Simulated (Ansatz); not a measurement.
The cluster MnCl₂. The state is a sextet with charge 0. Geometry B3LYP-D4/def2-TZVP; atoms count from 1.

| atom | x (Å) | y (Å) | z (Å) |
| --- | --- | --- | --- |
| Mn1 | 0.000 | 0.000 | 0.000 |
| Cl2 | 2.016 | 0.611 | -0.595 |
| Cl3 | -2.016 | -0.611 | 0.595 |

The structure comes from a short search, and lower isomers may exist.

Question: Estimate the Mulliken populations from the PBE0/def2-TZVP orbitals of Ansatz.

Answer: 
```csv
atom,charge (e),spin (α − β),d electrons
Mn1,0.85,4.94,5.33
Cl2,-0.42,0.03,–
Cl3,-0.42,0.03,–
```
Mulliken values and Mayer orders depend strongly on the basis.

Question: Where does the spin sit?

Answer: Summed by element: Mn 4.94, Cl 0.06, of 5 unpaired in all. Largest on single atoms: Mn1 4.94, Cl2 0.03, Cl3 0.03.

Question: And the Mayer bond orders between bonded heavy atoms (over 0.3)?

Answer: Mn1–Cl2 0.99 (2.19 Å); Mn1–Cl3 0.99 (2.19 Å).
